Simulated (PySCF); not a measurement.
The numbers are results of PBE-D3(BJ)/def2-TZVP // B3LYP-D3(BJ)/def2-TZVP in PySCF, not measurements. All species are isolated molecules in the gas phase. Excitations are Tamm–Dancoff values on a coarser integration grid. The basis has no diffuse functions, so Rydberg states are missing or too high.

Reference species (SMILES): `[SiH3][Al]([SiH3])[SiH3]` (neutral, multiplicity 1).

- LUMO: -3.35 eV
- HOMO–LUMO gap: 2.95 eV
- S1–T1 gap (TDA): 0.51 eV

Changed species: `[SiH3][Al]([SiH3])[I]` (1 of 3 SiH3 replaced by I; the reference has 0 of 3 SiH3 replaced by I).

### Question
Give the shifts of the LUMO, HOMO–LUMO gap and S1–T1 gap (TDA).

### Answer
the LUMO increases by 0.20 eV, to -3.15 eV; the HOMO–LUMO gap goes up by 0.02 eV, to 2.97 eV; the S1–T1 gap (TDA) decreases by 0.14 eV, to 0.37 eV.
